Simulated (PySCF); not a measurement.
# UHF on Si²⁺ (silicon, charge +2)

Configuration: [Ne] 3s2, closed-shell 1S. Computed with PySCF 2.14 in aug-cc-pwCVTZ, with the non-relativistic Hamiltonian (point nucleus).

```
Total energy                                     : -287.994337 hartree
One-electron energy                              : -390.2462 hartree
Hartree (Coulomb) energy                         : 122.0304 hartree
Exchange energy                                  : -19.7784 hartree
Kinetic energy                                   : 287.99349 hartree
⟨S²⟩                                             : 0.0000
⟨L²⟩                                             : 0.000
Sum of ⟨r⟩                                       : 8.527 bohr
Sum of ⟨r²⟩                                      : 11.95 bohr²
Density at the nucleus (Gaussians lack the cusp) : 1740 bohr⁻³
Langevin diamagnetic susceptibility              : -9.47 ×10⁻⁶ cm³/mol
```

```csv
shell,electrons,mean orbital energy (hartree),"rms radius, mean of both spins (bohr)"
1s,2,-69.62217,0.129
2s,2,-6.94623,0.613
2p,6,-5.04028,0.599
3s,2,-1.18197,2.12
```
